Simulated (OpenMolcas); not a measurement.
## Re4+: moving or changing the point charges

Re4+ among 6 point charges of -1.7 e arranged as an octahedron (Oh), 1.96 Å from the ion.

* Program: OpenMolcas 26.06
* Method: CASSCF
* Basis: ANO-RCC-VDZP [7s6p4d2f1g]
* Scalar Hamiltonian: DKH2, point nucleus
* Active space: 3 electrons in 5 orbitals (5d)
* State averaging: 2S+1 = 4 even, 10 roots; 2S+1 = 2 even, 40 roots
* Spin-orbit coupling: RASSI with atomic mean-field integrals over the reference wave functions

Runs around this geometry, states (labels of O, the rotations of Oh). Energies in cm-1 above the lowest state or level, χT in cm3 K/mol; 10Dq and B are least-squares fits to the states below 45000 cm-1, weighted by degeneracy, with a free offset, and given where the rms deviation is under 5 % of |10Dq| (or 100 cm-1) and under 700 cm-1.

| R (Å) | q (e) | Ground state | First state of that spin | 10Dq | B (rms of fit) | First gap with spin-orbit (degeneracies) | χT at 300 K | First state of another spin |
| --- | --- | --- | --- | --- | --- | --- | --- | --- |
| 1.96 | -1.36 | 4A2 | 4T2 10112 | 10421 | 812 (123) | 8656 (4, 4) | 0.391 | 2E 15298 |
| 1.85 | -1.7 | 4A2 | 4T2 16483 | 16751 | 810 (168) | 11767 (4, 4) | 0.756 | 2E 15221 |
| 1.96 | -1.7 | 4A2 | 4T2 12664 | 13021 | 815 (157) | 10083 (4, 4) | 0.546 | 2E 15286 |
| 2.15 | -1.7 | 4A2 | 4T2 8260 | 8574 | 815 (116) | 7588 (4, 4) | 0.281 | 2E 15274 |

Taking |10Dq| as R^-n, n = -ln(8574 / 16751) / ln(2.15 / 1.85) = 4.5 between the shortest and longest distance. The point-charge formula for a cubic d site gives n = 5.

Scaling the charges by -1.36 / -1.7 = 0.80 scales |10Dq| by 10421 / 13021 = 0.80; with fixed orbitals a first-order splitting would follow the charge.

Without dynamic correlation the repulsion within the d shell is too large (B by tens of per cent), so at a given field states of lower spin stand too high. Spin-orbit coupling mixes the spin-free states strongly: the lowest level takes only 69 % from its leading state, 4A2 (figures for R = 1.96, q = -1.36; the like holds for R = 2.15, q = -1.7). This field is weak: 10Dq is about 10421 cm-1, while octahedral complexes of 5d ions of charge 3 and more, computed by the same method with explicit ligands, had a median near 35000 cm-1. Ground spin and moment need not be those of a real site (figures for R = 1.96, q = -1.36; the like holds for R = 1.85, q = -1.7, R = 1.96, q = -1.7, R = 2.15, q = -1.7). Point charges carry no covalency, so the field is a model and not that of real ligands. No measured value stands beside these numbers.
